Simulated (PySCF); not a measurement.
## TlO: one state, many levels of theory

State: doublet, unpaired electrons π ↑, a mixture of terms (⟨Lz²⟩ = 1.5). Set-up: basis Tl x2c-TZVPPall, O x2c-TZVPPall; spin-free X2C with a Gaussian nucleus; PySCF 2.14. De refers to Tl + O in their high-spin ground configurations, without counterpoise correction. The functionals are run spin-unrestricted. A positive dipole means Tl(−)O(+).

| Level | Re (Å) | ωe (cm⁻¹) | De (eV) | μ (D) |
| --- | --- | --- | --- | --- |
| UHF | 2.170 | 469 | 1.31 | -3.97 |
| UHF-MP2 | 2.177 | 465 | 3.06 | n/a |
| UHF-SCS-MP2 | 2.188 | 458 | 3.02 | n/a |
| UHF-CCSD | 2.179 | 463 | 2.82 | n/a |
| UHF-CCSD(T) | 2.184 | 458 | 2.98 | n/a |
| PBE | 2.204 | 435 | 3.60 | -3.45 |
| PBEsol | 2.177 | 452 | 3.77 | -3.28 |
| PW91 | 2.202 | 437 | 3.63 | -3.46 |
| BLYP | 2.228 | 421 | 3.53 | -3.61 |
| r²SCAN | 2.174 | 461 | 3.42 | -3.43 |
| PBE0 | 2.177 | 458 | 3.18 | -3.62 |
| M06 | 2.199 | 444 | 3.37 | -3.85 |
| ωB97M-V | 2.170 | 467 | 3.25 | -3.69 |

The bond length runs from 2.170 Å (UHF) to 2.228 Å (BLYP). De spans 1.31 eV (UHF, mean field) to 3.77 eV (PBEsol, GGA). Correlation at CCSD(T) changes the Hartree–Fock bond energy by +1.67 eV; the triples alone change it by +0.16 eV.

Correlated steps freeze 35 core orbitals. These are scalar-relativistic numbers at best; spin–orbit coupling would shift them, the dissociation energy most. The state was picked by a PBE0 search and need not be the measured ground state.

The whole job (state search and all levels along the bond) took about 14 min on 2 threads of Arm Neoverse V2 (shared host), peak memory 4.7 GiB.
